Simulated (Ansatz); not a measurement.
(LiCl)3 ring (Li3Cl3). The state is a singlet with charge 0. Geometry PBE-D4/def2-SVP, basis def2-TZVP, Ansatz.

Cartesian coordinates in Å:
```
Li 0.398 0.623 -1.754
Cl -0.146 -1.483 -1.847
Li -0.514 -1.812 0.272
Cl -0.496 -0.776 2.187
Li 0.117 1.190 1.482
Cl 0.642 2.259 -0.340
```

```csv
run,HOMO (eV),LUMO (eV)
A,-10.79,0.17
B,-9.88,-0.13
C,-11.34,0.80
D,-8.49,-0.65
E,-9.73,-0.28
F,-7.26,-1.32
```

LC-ωPBE has ω = 0.4 bohr⁻¹.

Q: The runs used BHLYP, CAM-B3LYP, LC-ωPBE, LDA (SPW92), PBE0, ωB97M-V. Estimate which is which.

A: A ωB97M-V (range-separated); B CAM-B3LYP (range-separated); C LC-ωPBE (range-separated); D PBE0 (25 % exact exchange); E BHLYP (50 % exact exchange); F LDA (SPW92) (0 % exact exchange). Exact exchange lowers occupied and raises empty levels; among semilocal functionals meta-GGAs tend to open the gap a little, and such runs are hard to tell apart. The gap grows from 5.94 eV (LDA (SPW92)) to 12.14 eV (LC-ωPBE).
